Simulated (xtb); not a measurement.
Te(H)(OMe) (CH4OTe), SMILES CO[TeH]. All values are semi-empirical tight-binding results from xtb (GFN2-xTB unless named), good for trends rather than for accurate numbers. The structure is a stationary point at GFN2-xTB.

Optimised geometry:

```xyz
7

Te    -0.3084    -0.1553     0.4997
H     -1.3847    -0.9312    -0.4823
O      1.0943    -0.0260    -0.9198
C      0.9667     0.9408    -1.9227
H      0.9107     1.9552    -1.5195
H      1.8656     0.8558    -2.5359
H      0.0915     0.7609    -2.5531
```

```json
{
 "orbital_gap": "3.78 eV",
 "zero_point_energy": "28.9 kcal/mol",
 "G − E(el) at 298.15 K (modified RRHO)": "10.7 kcal/mol",
 "static polarisability (D4 model)": "59.6 bohr³",
 "solvation energy, GFN2-xTB/ALPB(water)": "-3.0 kcal/mol",
 "solvation energy, GFN2-xTB/ALPB(dmf)": "-5.8 kcal/mol"
}
```

Task: Give the atomic charges and the Wiberg bond orders between heavy atoms. (The exact figures need the calculation; the answer reports its results.)

Result: charges (e) Te1 0.13, H2 0.05, O3 -0.34, C4 0.05, H5 0.03, H6 0.05, H7 0.03. Bond orders Te1–O3 1.13, O3–C4 1.01.
